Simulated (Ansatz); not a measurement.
Program: Ansatz. Geometries: PBE0-D4/def2-TZVP. ΔE: electronic, gas phase. CBS: MP2 limit from def2 TZ/QZ plus the TZ coupled-cluster correction, frozen cores. Functionals use def2-TZVPP. B3LYP here is the variant with VWN-RPA as its local correlation; programs differ in this. HSE06 is defined as in plane-wave codes. Elements past krypton have def2 core potentials. For Ga, Mo outer-core shells are correlated without core-valence functions, which leaves a few kJ/mol of doubt a bond. Scalar relativity is left out up to krypton. Each species was taken in one conformer, which may not be the lowest.

Consider the redistribution: `[NH2][Mo](=[S])(=[S])[Cl]` + `C[CH2][GaH][NH2]` → `[NH2][Mo]([NH2])(=[S])=[S]` + `C[CH2][GaH][Cl]`.

```csv
level,ΔE (kJ/mol),difference from CCSD(T)/CBS
LDA (SPW92),-9.3,-4.4
PBE-D4,-13.0,-8.1
BLYP-D4,-12.0,-7.1
r2SCAN-D4,-14.2,-9.3
B97M-V,-15.0,-10.1
PBE0-D4,-17.0,-12.1
B3LYP-D4,-15.1,-10.2
r2SCANh-D4,-15.5,-10.6
r2SCAN0-D4,-17.5,-12.6
HSE06-D4,-17.1,-12.2
BHLYP-D4,-19.5,-14.6
CAM-B3LYP-D4,-16.6,-11.7
ωB97X-V,-18.6,-13.7
ωB97M-V,-17.1,-12.2
B2PLYP,-6.3,-1.4
BLYP,-14.3,-9.4
r2SCAN,-14.3,-9.4
PBE0,-18.0,-13.1
B3LYP,-16.9,-12.0
r2SCAN0,-17.7,-12.8
HSE06,-18.0,-13.1
BHLYP,-21.4,-16.5
CAM-B3LYP,-17.6,-12.7
LC-ωPBE,-19.5,-14.6
RPA@PBE/def2-TZVPP,-7.5,-2.6
HF/def2-SVP,-38.9,-34.0
MP2/def2-SVP,4.8,9.7
CCSD/def2-SVP,-17.0,-12.1
CCSD(T)/def2-SVP,-13.6,-8.7
HF/def2-TZVPP,-33.4,-28.5
MP2/def2-TZVPP,12.0,16.9
SCS-MP2/def2-TZVPP,5.6,10.5
CCSD/def2-TZVPP,-13.3,-8.4
CCSD(T)/def2-TZVPP,-8.7,-3.8
HF/def2-QZVPP,-31.7,-26.8
MP2/def2-QZVPP,14.8,19.7
SCS-MP2/def2-QZVPP,7.7,12.6
HF/CBS(def2),-31.5,-26.6
MP2/CBS(def2),15.8,20.7
CCSD/CBS(def2),-9.5,-4.6
CCSD(T)/CBS,-4.9,0
```

Largest T1 diagnostic among the species: 0.025, so the coupled-cluster value is less sure than usual.

From BLYP to BHLYP (50 % exact exchange), in def2-TZVPP and without D4, ΔE moves by −7.1 kJ/mol. Leaving LDA and LC-ωPBE aside and taking each functional with its dispersion term where it has one, the values spread over 13.1 kJ/mol, from BHLYP-D4 to B2PLYP. LDA lies +4.8 kJ/mol from PBE without D4.
